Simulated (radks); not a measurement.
The nuclear charge of the zinc ion Zn2+ is varied continuously with 28 electrons held in [Ar] 3d10. Calculated with a radial shooting solver on a logarithmic mesh with Libxc functionals: scalar-relativistic Kohn-Sham, BLYP, spin-polarised, spherical densities, finite nucleus; Fermi nuclear charge, rms radius 3.9283 fm. By the Hellmann-Feynman theorem dE/dZ = E(electron-nucleus)/Z, the electronic potential at the nucleus (averaged over a nucleus of fixed radius). The scalar-relativistic energy here is not variational (the density holds large components alone), so the two differ by a part that grows with Z.

Z     E (hartree)  E(electron-nucleus)/Z (hartree)  HOMO  e(HOMO) (eV)  <r> HOMO (bohr)
29.6  -1738.38984                         -140.927    3d       -23.451           0.9299
29.8  -1766.73374                         -142.205    3d       -27.079           0.9052
30    -1795.33371                         -143.481    3d       -30.888           0.8824
30.2  -1824.18954                         -144.756    3d       -34.872           0.8612
30.4  -1853.30105                         -146.030    3d       -39.027           0.8414
30.6  -1882.66810                         -147.304    3d       -43.349           0.8228
30.8  -1912.29057                         -148.576    3d       -47.833           0.8053
31    -1942.16837                         -149.849    3d       -52.477           0.7888

The central difference of E at Z = 30 is -143.640 hartree, to compare with the third column; the second derivative is -6.4 hartree.
